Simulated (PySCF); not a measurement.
A small calculation by hand: dipole moment from atomic charges

ClHOSi, SMILES Cl[Si]O (connectivity only; charge and spin as stated), neutral, multiplicity 1. Atoms are numbered in the order given.

```xyz
4

Si     0.6763     0.5844     0.0000
Cl    -0.1909    -1.3274     0.0000
O     -0.7053     1.4920     0.0000
H     -0.5806     2.4482     0.0000
```

The structure is a stationary point at B3LYP-D3(BJ)/def2-TZVP. One conformer was computed; it need not be the lowest.

Charges (e) from M06-2X/def2-TZVPD (PySCF):

```tsv
atom	IAO	ESP fit
Si1	0.737	0.165
Cl2	-0.332	-0.104
O3	-0.781	-0.464
H4	0.376	0.403
```

The dipole moment of the full density is 2.70 D.

What dipole moment does each set of point charges give, and which comes closer to that of the density?


μ = Σ q r, and 1 e Å = 4.8032 D.
IAO: Σ q r = (0.894, 0.627, 0.000) e Å, |μ| = 5.25 D.
ESP fit: Σ q r = (0.225, 0.529, 0.000) e Å, |μ| = 2.76 D.
ESP fit comes closer in size. Point charges leave out the atoms' own dipoles (lone pairs, polarised bonds); fits to the potential absorb them, partitions of the density don't.
